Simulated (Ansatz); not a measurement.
Abridged output of a molecular run in Ansatz:

```
Functional definition: HF
1355 factors; integrals over basis functions are off by at most 1.2e-3 eV
mean field evaluation 1: about -25670.2659 eV, gradient 5.7e1 eV
mean field evaluation 2: about -25670.2689 eV, gradient 5.7e1 eV
mean field evaluation 4: about -25676.4951 eV, gradient 3.8e0 eV
mean field evaluation 8: about -25676.5434 eV, gradient 2.3e-4 eV
mean field -25676.54340507 eV, -943.5955659501 hartree, gradient 2.2e-6 eV, S^2 0.000000; 0 other end points of the search recorded, 0 dependent functions left out
15 core orbitals not correlated: weight in the atoms' cores, before any rotation towards them, 1.000 or more for the frozen orbitals, at most 0.000 for the correlated occupied ones
reference -25676.54340507 eV, -943.5955659501 hartree; 22, 22 occupied and 104, 104 virtual orbitals, 1355 factors
second order -29.19252915 eV of doubles, -0.00000000 eV of singles
cycle   1  -29.70333655 eV  change   -5.1e-1 eV  update   1.1e-1
cycle   2  -30.33478162 eV  change   -6.3e-1 eV  update   3.2e-2
cycle   3  -30.50079368 eV  change   -1.7e-1 eV  update   1.6e-2
cycle   4  -30.49338380 eV  change    7.4e-3 eV  update   3.2e-3
cycle   5  -30.49187200 eV  change    1.5e-3 eV  update   1.3e-3
cycle   6  -30.49228000 eV  change   -4.1e-4 eV  update   3.8e-4
cycle   7  -30.49211126 eV  change    1.7e-4 eV  update   1.3e-4
cycle   8  -30.49202427 eV  change    8.7e-5 eV  update   4.0e-5
cycle   9  -30.49202350 eV  change    7.7e-7 eV  update   1.4e-5
perturbative correction -0.65107693 eV, -0.0239266358 hartree
Total energy: -25707.68650550 eV, -944.7400537812 hartree
```

Its atoms:

```xyz
14

O    -1.381   -1.216   -2.265
Si   -0.277   -1.097   -1.063
O    -0.751   -2.098    0.148
C    -0.125    0.644   -0.393
Si    1.034    0.852    1.030
O     0.977    2.315    1.748
F     0.613   -0.282    2.100
H    -2.294   -1.352   -2.006
H     1.010   -1.505   -1.674
H    -0.445   -1.881    1.032
H     0.188    1.309   -1.206
H    -1.127    0.967   -0.080
H     2.453    0.625    0.701
H     0.126    2.718    1.928
```

**Question.** Which basis set was used?
A. def2-SVP
B. cc-pV(T+d)Z
C. cc-pV(Q+d)Z
D. def2-SVPD

**Answer.** A. It gives 141 functions.

**Question.** Write the keys of the input that set method, charge and spin (a neutral closed shell needs none for the last two).

**Answer.** 
```yaml
correlation: {method: ccsd_t}
```
